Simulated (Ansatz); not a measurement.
One change: `C[C@H]1N[Si@H]1C` becomes `C[SiH]1CN1`.

Ansatz, PBE0-D4/def2-TZVP geometries, multiplicity 1. 

```json
{"property": "HOMO–LUMO gap (PBE0/def2-TZVPP) / eV", "`C[C@H]1N[Si@H]1C`": "6.99"}
{"property": "LUMO energy (PBE0/def2-TZVPP) / eV", "`C[C@H]1N[Si@H]1C`": "0.51"}
{"property": "LUMO energy (ωB97M-V/def2-TZVPP) / eV", "`C[C@H]1N[Si@H]1C`": "2.14"}
{"property": "LUMO energy (PBE/def2-TZVPP) / eV", "`C[C@H]1N[Si@H]1C`": "-0.33"}
{"property": "HOMO–LUMO gap (PBE/def2-TZVPP) / eV", "`C[C@H]1N[Si@H]1C`": "4.93"}
{"property": "HOMO energy (PBE/def2-TZVPP) / eV", "`C[C@H]1N[Si@H]1C`": "-5.26"}
```

Problem. Give the same properties after the change, and the shifts. (Best estimate.)

Solution. Ansatz gave: 
```json
{"property": "HOMO–LUMO gap (PBE0/def2-TZVPP) / eV", "`C[SiH]1CN1`": "7.01", "shift": "0.02"}
{"property": "LUMO energy (PBE0/def2-TZVPP) / eV", "`C[SiH]1CN1`": "0.50", "shift": "-0.01"}
{"property": "LUMO energy (ωB97M-V/def2-TZVPP) / eV", "`C[SiH]1CN1`": "2.14", "shift": "0.00"}
{"property": "LUMO energy (PBE/def2-TZVPP) / eV", "`C[SiH]1CN1`": "-0.35", "shift": "-0.02"}
{"property": "HOMO–LUMO gap (PBE/def2-TZVPP) / eV", "`C[SiH]1CN1`": "4.89", "shift": "-0.04"}
{"property": "HOMO energy (PBE/def2-TZVPP) / eV", "`C[SiH]1CN1`": "-5.24", "shift": "0.02"}
```
